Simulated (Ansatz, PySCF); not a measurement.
Species: C₄H₈, charge 0, multiplicity 1. SMILES: C/C=C/C
Coordinates optimised at B3LYP-D3(BJ)/def2-TZVP (Ansatz, a quantum-chemistry and plane-wave program):
```
C
C 1 1.3282
H 1 1.0882 2 118.55
H 2 1.0882 1 118.55 3 180.00
C 1 1.4963 3 116.22 2 180.00
H 5 1.0911 1 111.39 3 -180.00
H 5 1.0941 6 108.10 1 122.47
H 5 1.0941 6 108.10 7 115.06
C 2 1.4963 4 116.22 1 -180.00
H 9 1.0911 2 111.39 4 180.00
H 9 1.0941 10 108.10 2 -122.47
H 9 1.0941 10 108.10 11 -115.06
```
Charge 0, spin multiplicity 1.

Harmonic wavenumbers (cm⁻¹) at B3LYP/6-31G* (Ansatz, at its own minimum) and at B3LYP-D3(BJ)/def2-TZVP (PySCF, at the structure above). 6-31G* holds six Cartesian d functions. Modes are numbered in rising order, 30 in all, and paired by that order; shown are modes over 250 cm⁻¹ that lie over 6 % from every other mode at both levels, one of each degenerate set, at most eight drawn at random. The second level is harmonic too, so this factor is not the one that brings values to measured fundamentals.

```tsv
mode	B3LYP/6-31G* (x)	B3LYP-D3(BJ)/def2-TZVP (y)
4	282	284
5	501	504
6	756	763
7	884	878
22	1763	1742
```

**Question.** Fit one scale factor, y = λ·x, by least squares, and use it for mode 13, which lies at 1179 cm⁻¹ at B3LYP/6-31G*.

**Answer.** λ = Σxy/Σx² = 4756718/4791686 = 0.9927; the rows scatter about it by 8 cm⁻¹ (root mean square). Prediction for mode 13: 1170 cm⁻¹. The wavenumber at B3LYP-D3(BJ)/def2-TZVP is 1171 cm⁻¹, so the fit misses by -1 cm⁻¹, against +8 cm⁻¹ without it. The fit is meant for this molecule alone.
